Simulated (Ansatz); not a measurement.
The lowest singlet and triplet of C4H4S (SMILES c1ccsc1); geometries from B3LYP-D3(BJ)/def2-TZVP, each state relaxed from the structure named, with no frequency check.
Singlet (charge 0, multiplicity 1):
```xyz
9

C      0.464    -1.207     0.662
C     -0.933    -0.993     0.503
C     -1.214     0.181    -0.135
S      0.220     1.032    -0.547
C      1.212    -0.191     0.141
H      0.892    -2.075     1.142
H     -1.693    -1.679     0.848
H     -2.179     0.589    -0.385
H      2.285    -0.094     0.123
```

```tsv
level	gap E(singlet) − E(triplet), vertical, at the singlet's geometry (kJ/mol)	cost
U-HF/cc-pV(D+d)Z (spin-contaminated)	-289.3	-
U-HF/cc-pV(T+d)Z (spin-contaminated)	-284.6	-
R-PBE/def2-TZVPP	-378.3	×1
U-PBE/def2-TZVPP	-378.3	×1
U-B3LYP/def2-TZVPP	-373.5	×1
R-PBE0/def2-TZVPP	-368.5	×1
R-BHLYP/def2-TZVPP	-358.4	×1
R-wB97X-V/def2-TZVPP	-382.5	×2
R-wB97M-V/def2-TZVPP	-389.7	×2
R-MP2/cc-pV(D+d)Z	-464.4	-
U-MP2/cc-pV(T+d)Z (spin-contaminated)	-439.8	-
U-SCS-MP2/cc-pV(D+d)Z (spin-contaminated)	-432.9	-
U-SCS-MP2/cc-pV(T+d)Z (spin-contaminated)	-432.8	-
R-CCSD/cc-pV(D+d)Z	-384.7	-
U-CCSD/cc-pV(D+d)Z (spin-contaminated)	-383.5	-
U-CCSD(T)/cc-pV(D+d)Z (spin-contaminated)	-394.6	×2
SA-CASSCF(6,5)/cc-pV(T+d)Z	-358.3	-
FIC-NEVPT4(SD) on SA-CASSCF(6,5)/cc-pV(T+d)Z	-382.9	-
FIC-MRCISD+Q on SA-CASSCF(6,5)/cc-pV(D+d)Z	-383.3	-
FIC-MRCISD+Q on SA-CASSCF(6,5)/cc-pV(T+d)Z	-379.0	-
```

The rows run from -464.4 (R-MP2/cc-pV(D+d)Z) to -284.6 kJ/mol (U-HF/cc-pV(T+d)Z (spin-contaminated)). In cc-pV(D+d)Z (spin-contaminated) the value moves U-HF -289.3, U-CCSD -383.5, U-CCSD(T) -394.6, a shift of -105.2 from U-HF to U-CCSD(T). The 5 R-functionals in def2-TZVPP without D3 or D4 span 31.3, from R-wB97M-V to R-BHLYP.

A positive gap puts the triplet lower; no zero-point energy. R- takes a restricted singlet. U- takes an unrestricted singlet (broken symmetry where lower, unprojected). The triplet is unrestricted in single-reference levels. Active spaces average the two states.

Correlated levels freeze the cores.

Doubts at one or more of the structures used: a restricted determinant that unrestricted orbitals would lower (R-MP2/cc-pV(D+d)Z, R-CCSD/cc-pV(D+d)Z); a spin-contaminated determinant (R-MP2/cc-pV(D+d)Z, R-CCSD/cc-pV(D+d)Z).

The values were computed with Ansatz (a quantum-chemistry and plane-wave program) with Gaussian orbitals. Each number belongs to the level named beside it.

Costs are rough ratios of core time to R-PBE/def2-TZVPP (about 60 s over the structures, on one shared machine); a dash marks a level with no comparable run of its own.
